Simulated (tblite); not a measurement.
Species: CH5GeN.
Numbering: `[H]/[N:1]=[CH:2]/[GeH3:3]` (hydrogens: H4 on N1; H5 on C2; H6, H7, H8 on Ge3)

Computed with GFN2-xTB (tblite): harmonic, unscaled wavenumbers at the GFN2-xTB geometry, gas phase. Against measured fundamentals such values can be off by several per cent, at times by over 20. Modes of hydrogen on germanium can be 10 to 20 % off.

Harmonic wavenumbers (cm⁻¹): 107.1, 235.7, 397.1, 483.4, 612.6, 666.6, 747.7, 841.1, 860.8, 1041.2, 1163.4, 1346.9, 1691.9, 2005.3, 2070.6, 2145.5, 2783.8, 3263.9.

A = 37040, B = 3881, C = 3660 MHz; mass 104.963 u (most abundant isotopes); point group Cs, symmetry number 1.

Q: Zero-point energy?

A: ½Σν̃ = 11232 cm⁻¹ = 134.37 kJ/mol.

Q: Give the ideal-gas entropy at 400 K and 1 bar in the rigid-rotor, harmonic-oscillator model (classical rotation).

A: Translation 173.00, rotation 103.78, vibration 50.76: S = 327.5 J/(mol K).

Q: And Cp and H(400 K) − H(0)?

A: Cp = 94.76 J/(mol K), of which vibrations give 61.51 (their classical limit is 18 R = 149.7); H(400 K) − H(0) = 24.97 kJ/mol without the zero-point energy, 11.67 from vibrations.

Q: What must be added to the electronic energy to get the Gibbs energy at 400 K and 1 bar?

A: ZPE + [H(400 K) − H(0)] − T·S = 134.37 + 24.97 − 131.01 = 28.33 kJ/mol.

Q: Blend soft modes into free rotors: weight 1/[1 + (100 cm⁻¹/ν̃)⁴] for the oscillator and the rest for a rotor with moment μB/(μ + B), μ = h/(8π²ν), B = 10⁻⁴⁴ kg m². What vibrational entropy results?

A: 49.28 J/(mol K) in place of 50.76, which changes −T·S at 400 K by +0.59 kJ/mol.

Q: How do the functions run with temperature in this model?

A: 
```tsv
T (K)	S (J/(mol K))	Cp (J/(mol K))	H − H(0) (kJ/mol)	G − H(0) (kJ/mol)	ln q(vib)
100	237.7	45.0	3.80	-19.97	0.28
200	273.9	62.0	9.12	-45.67	0.95
300	302.5	79.7	16.22	-74.52	1.74
500	350.1	107.2	35.09	-139.94	3.48
800	406.7	133.7	71.55	-253.81	6.10
1000	437.8	145.2	99.50	-338.34	7.74
```

q(vib) and H(0) count from the zero-point level.

Hindered rotation and anharmonicity are outside this model.
